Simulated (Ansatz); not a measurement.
`[GaH2][CH]1B[SiH2]1` + H₂ → `B1C[SiH2]1` + `[GaH3]`  (hydrogenolysis of a C–Ga bond)

Calculated with Ansatz (gas phase, PBE0-D4/def2-TZVP geometries, no zero-point term in ΔE). CCSD(T)/CBS adds triple-zeta CCSD(T) − MP2 to the extrapolated MP2 energy (def2 sets, frozen cores). This one scheme is used for every species. Functionals use def2-TZVPP. For Ga outer-core shells are correlated without core-valence functions, which leaves a few kJ/mol of doubt a bond. Scalar relativity is left out up to krypton.

`[GaH2][CH]1B[SiH2]1`:

Cartesian coordinates in Å:
```
Ga 1.537 -0.094 0.110
C -0.305 0.469 0.754
B -1.437 -0.454 0.824
Si -0.844 -0.111 -0.993
H 2.452 1.118 -0.255
H 1.986 -1.572 0.325
H -0.134 1.396 1.300
H -2.337 -0.798 1.514
H 0.411 -0.784 -1.548
H -1.328 0.830 -2.033
```

H₂:

```xyz
2

H    -0.330   -0.048    0.167
H     0.330    0.048   -0.167
```

`B1C[SiH2]1`:

Cartesian coordinates in Å:
```
B 0.324 0.868 0.727
C -0.854 0.451 -0.075
Si 0.828 -0.674 -0.267
H 0.425 1.289 1.833
H -0.885 0.463 -1.168
H -1.857 0.365 0.339
H 0.984 -0.751 -1.737
H 1.035 -2.012 0.348
```

`[GaH3]`:

Cartesian coordinates in Å:
```
Ga 0.000 0.000 0.001
H -0.698 -1.405 -0.020
H -0.824 1.290 -0.344
H 1.521 0.115 0.363
```

```
              species  CAM-B3LYP-D4 energy (Eh)
`[GaH2][CH]1B[SiH2]1`               -2280.95034
                   H₂                  -1.17164
         `B1C[SiH2]1`                -355.37084
             `[GaH3]`               -1926.73920
```

**Question.** Work out ΔE.

**Answer.** ΔE = (-355.37084) + (-1926.73920) − (-2280.95034) − (-1.17164) = 0.01194 Eh = +7.5 kcal/mol. CCSD(T)/CBS gives +13.5 kcal/mol.

Largest T1 diagnostic among the species: 0.015.

At CCSD(T), def2-SVP lies −6.1 kcal/mol from the extrapolated value and def2-TZVPP −1.5 kcal/mol. Leaving LDA and LC-ωPBE aside and taking each functional with its dispersion term where it has one, the values, not all of them listed here, spread over 5.6 kcal/mol, from CAM-B3LYP-D4 to r2SCAN-D4. LDA lies +4.1 kcal/mol from PBE without D4. From PBE to PBE0 (25 % exact exchange), in def2-TZVPP and without D4, ΔE moves by −0.8 kcal/mol.
